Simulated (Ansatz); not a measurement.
Program: Ansatz. Geometries: PBE0-D4/def2-TZVP. ΔE: electronic, gas phase. CCSD(T)/CBS is frozen-core, at the limit of the def2 triple- and quadruple-zeta sets. Functionals use def2-TZVPP. No spin–orbit coupling; open shells (•) take unrestricted orbitals. Each species was taken in one conformer, which may not be the lowest.

Consider the homolysis of the B–B bond: `O=BB=O` → 2 `[B]=O`•.

```
              level  ΔE (eV)
               BLYP     5.02
        HF/def2-SVP     3.93
CCSD(T)/cc-pV(D+d)Z     5.03
CCSD(T)/cc-pV(T+d)Z     5.02
```

(1) What does CCSD(T)/CBS give? (Estimate.)

Largest T1 diagnostic among the species: 0.029, so the coupled-cluster value is less sure than usual.

Results:

(1) Ansatz gave: +5.05 eV. The listed levels differ from it by -0.03, -1.12, -0.02, -0.03 eV.

Leaving LDA and LC-ωPBE aside and taking each functional with its dispersion term where it has one, the values, not all of them listed here, spread over 0.48 eV, from r2SCAN0-D4 to ωB97X-V. LDA lies +0.52 eV from PBE without D4, its usual overbinding. In def2-TZVPP, CCSD(T) changes the Hartree–Fock value by +1.16 eV (the triples alone add +0.07 eV) and MP2 by +1.26 eV; breaking electron pairs costs correlation energy, which Hartree–Fock lacks. The D4 term adds +0.05 eV with B3LYP and +0.03 eV with PBE0; it sums over pairs of atoms, weighted by their polarisabilities, and B3LYP, whose exchange is more repulsive, gets the larger term.

B3LYP here is the variant with VWN-RPA as its local correlation; programs differ in this.
